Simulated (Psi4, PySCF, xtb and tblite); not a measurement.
Internal rotation in heptane, SMILES CCCCCCC (C7H16). Scanned: dihedral C4–C3–C2–C1; all other coordinates were relaxed at GFN2-xTB. Points at φ and −φ are mirror images. Heavy atoms are numbered in the order of the SMILES CCCCCCC, hydrogens after them in the order of the atoms that carry them; the mirror image has the same energies with the sign of each dihedral reversed.

GFN2-xTB (xtb and tblite); RKS-B3LYP/6-31G* = restricted B3LYP/6-31G*, spherical d, density fitting // GFN2-xTB (PySCF); RMP2/3-21G = restricted MP2 (frozen core)/3-21G // GFN2-xTB in PySCF 2.14.0; PBE-D3(BJ)/def2-SVP // GFN2-xTB (Psi4).

Energies relative to the lowest point of each profile, in mEh; the last columns give the difference from PBE-D3(BJ):

```json
[
 {"φ / °": "-160", "GFN2-xTB": "1.0", "RKS-B3LYP/6-31G*": "1.2", "RMP2/3-21G": "1.3", "PBE-D3(BJ)/def2-SVP": "1.3", "GFN2-xTB − PBE-D3(BJ)/def2-SVP": "-0.3", "RKS-B3LYP/6-31G* − PBE-D3(BJ)/def2-SVP": "-0.1", "RMP2/3-21G − PBE-D3(BJ)/def2-SVP": "0.0"},
 {"φ / °": "-140", "GFN2-xTB": "3.0", "RKS-B3LYP/6-31G*": "3.7", "RMP2/3-21G": "4.1", "PBE-D3(BJ)/def2-SVP": "3.9", "GFN2-xTB − PBE-D3(BJ)/def2-SVP": "-0.9", "RKS-B3LYP/6-31G* − PBE-D3(BJ)/def2-SVP": "-0.2", "RMP2/3-21G − PBE-D3(BJ)/def2-SVP": "0.3"},
 {"φ / °": "-120", "GFN2-xTB": "4.0", "RKS-B3LYP/6-31G*": "5.1", "RMP2/3-21G": "5.6", "PBE-D3(BJ)/def2-SVP": "5.1", "GFN2-xTB − PBE-D3(BJ)/def2-SVP": "-1.2", "RKS-B3LYP/6-31G* − PBE-D3(BJ)/def2-SVP": "-0.1", "RMP2/3-21G − PBE-D3(BJ)/def2-SVP": "0.4"},
 {"φ / °": "-100", "GFN2-xTB": "2.9", "RKS-B3LYP/6-31G*": "4.0", "RMP2/3-21G": "4.0", "PBE-D3(BJ)/def2-SVP": "3.7", "GFN2-xTB − PBE-D3(BJ)/def2-SVP": "-0.8", "RKS-B3LYP/6-31G* − PBE-D3(BJ)/def2-SVP": "0.3", "RMP2/3-21G − PBE-D3(BJ)/def2-SVP": "0.3"},
 {"φ / °": "-80", "GFN2-xTB": "1.2", "RKS-B3LYP/6-31G*": "1.9", "RMP2/3-21G": "1.4", "PBE-D3(BJ)/def2-SVP": "1.4", "GFN2-xTB − PBE-D3(BJ)/def2-SVP": "-0.2", "RKS-B3LYP/6-31G* − PBE-D3(BJ)/def2-SVP": "0.5", "RMP2/3-21G − PBE-D3(BJ)/def2-SVP": "0.0"},
 {"φ / °": "-60", "GFN2-xTB": "1.1", "RKS-B3LYP/6-31G*": "1.5", "RMP2/3-21G": "1.0", "PBE-D3(BJ)/def2-SVP": "0.8", "GFN2-xTB − PBE-D3(BJ)/def2-SVP": "0.2", "RKS-B3LYP/6-31G* − PBE-D3(BJ)/def2-SVP": "0.6", "RMP2/3-21G − PBE-D3(BJ)/def2-SVP": "0.1"},
 {"φ / °": "-40", "GFN2-xTB": "3.0", "RKS-B3LYP/6-31G*": "3.6", "RMP2/3-21G": "3.2", "PBE-D3(BJ)/def2-SVP": "2.7", "GFN2-xTB − PBE-D3(BJ)/def2-SVP": "0.3", "RKS-B3LYP/6-31G* − PBE-D3(BJ)/def2-SVP": "0.9", "RMP2/3-21G − PBE-D3(BJ)/def2-SVP": "0.5"},
 {"φ / °": "-20", "GFN2-xTB": "6.2", "RKS-B3LYP/6-31G*": "7.2", "RMP2/3-21G": "7.1", "PBE-D3(BJ)/def2-SVP": "6.1", "GFN2-xTB − PBE-D3(BJ)/def2-SVP": "0.1", "RKS-B3LYP/6-31G* − PBE-D3(BJ)/def2-SVP": "1.1", "RMP2/3-21G − PBE-D3(BJ)/def2-SVP": "1.0"},
 {"φ / °": "0", "GFN2-xTB": "7.9", "RKS-B3LYP/6-31G*": "9.1", "RMP2/3-21G": "9.1", "PBE-D3(BJ)/def2-SVP": "8.0", "GFN2-xTB − PBE-D3(BJ)/def2-SVP": "-0.1", "RKS-B3LYP/6-31G* − PBE-D3(BJ)/def2-SVP": "1.1", "RMP2/3-21G − PBE-D3(BJ)/def2-SVP": "1.1"},
 {"φ / °": "20", "GFN2-xTB": "6.2", "RKS-B3LYP/6-31G*": "7.2", "RMP2/3-21G": "7.1", "PBE-D3(BJ)/def2-SVP": "6.1", "GFN2-xTB − PBE-D3(BJ)/def2-SVP": "0.1", "RKS-B3LYP/6-31G* − PBE-D3(BJ)/def2-SVP": "1.1", "RMP2/3-21G − PBE-D3(BJ)/def2-SVP": "1.0"},
 {"φ / °": "40", "GFN2-xTB": "3.0", "RKS-B3LYP/6-31G*": "3.6", "RMP2/3-21G": "3.2", "PBE-D3(BJ)/def2-SVP": "2.7", "GFN2-xTB − PBE-D3(BJ)/def2-SVP": "0.3", "RKS-B3LYP/6-31G* − PBE-D3(BJ)/def2-SVP": "0.9", "RMP2/3-21G − PBE-D3(BJ)/def2-SVP": "0.5"},
 {"φ / °": "60", "GFN2-xTB": "1.1", "RKS-B3LYP/6-31G*": "1.5", "RMP2/3-21G": "1.0", "PBE-D3(BJ)/def2-SVP": "0.8", "GFN2-xTB − PBE-D3(BJ)/def2-SVP": "0.2", "RKS-B3LYP/6-31G* − PBE-D3(BJ)/def2-SVP": "0.6", "RMP2/3-21G − PBE-D3(BJ)/def2-SVP": "0.1"},
 {"φ / °": "80", "GFN2-xTB": "1.2", "RKS-B3LYP/6-31G*": "1.9", "RMP2/3-21G": "1.4", "PBE-D3(BJ)/def2-SVP": "1.4", "GFN2-xTB − PBE-D3(BJ)/def2-SVP": "-0.2", "RKS-B3LYP/6-31G* − PBE-D3(BJ)/def2-SVP": "0.5", "RMP2/3-21G − PBE-D3(BJ)/def2-SVP": "0.0"},
 {"φ / °": "100", "GFN2-xTB": "2.9", "RKS-B3LYP/6-31G*": "4.0", "RMP2/3-21G": "4.0", "PBE-D3(BJ)/def2-SVP": "3.7", "GFN2-xTB − PBE-D3(BJ)/def2-SVP": "-0.8", "RKS-B3LYP/6-31G* − PBE-D3(BJ)/def2-SVP": "0.3", "RMP2/3-21G − PBE-D3(BJ)/def2-SVP": "0.3"},
 {"φ / °": "120", "GFN2-xTB": "4.0", "RKS-B3LYP/6-31G*": "5.1", "RMP2/3-21G": "5.6", "PBE-D3(BJ)/def2-SVP": "5.1", "GFN2-xTB − PBE-D3(BJ)/def2-SVP": "-1.2", "RKS-B3LYP/6-31G* − PBE-D3(BJ)/def2-SVP": "-0.1", "RMP2/3-21G − PBE-D3(BJ)/def2-SVP": "0.4"},
 {"φ / °": "140", "GFN2-xTB": "3.0", "RKS-B3LYP/6-31G*": "3.7", "RMP2/3-21G": "4.1", "PBE-D3(BJ)/def2-SVP": "3.9", "GFN2-xTB − PBE-D3(BJ)/def2-SVP": "-0.9", "RKS-B3LYP/6-31G* − PBE-D3(BJ)/def2-SVP": "-0.2", "RMP2/3-21G − PBE-D3(BJ)/def2-SVP": "0.3"},
 {"φ / °": "160", "GFN2-xTB": "1.0", "RKS-B3LYP/6-31G*": "1.2", "RMP2/3-21G": "1.3", "PBE-D3(BJ)/def2-SVP": "1.3", "GFN2-xTB − PBE-D3(BJ)/def2-SVP": "-0.3", "RKS-B3LYP/6-31G* − PBE-D3(BJ)/def2-SVP": "-0.1", "RMP2/3-21G − PBE-D3(BJ)/def2-SVP": "0.0"},
 {"φ / °": "180", "GFN2-xTB": "0.0", "RKS-B3LYP/6-31G*": "0.0", "RMP2/3-21G": "0.0", "PBE-D3(BJ)/def2-SVP": "0.0", "GFN2-xTB − PBE-D3(BJ)/def2-SVP": "0.0", "RKS-B3LYP/6-31G* − PBE-D3(BJ)/def2-SVP": "0.0", "RMP2/3-21G − PBE-D3(BJ)/def2-SVP": "0.0"}
]
```

GFN2-xTB is furthest from PBE-D3(BJ)/def2-SVP at -120 (-1.2 mEh, below); its mean absolute difference over the points is 0.4 mEh.

RKS-B3LYP/6-31G* is furthest from PBE-D3(BJ)/def2-SVP at 0 (1.1 mEh, above); its mean absolute difference over the points is 0.5 mEh.

RMP2/3-21G is furthest from PBE-D3(BJ)/def2-SVP at 0 (1.1 mEh, above); its mean absolute difference over the points is 0.4 mEh.
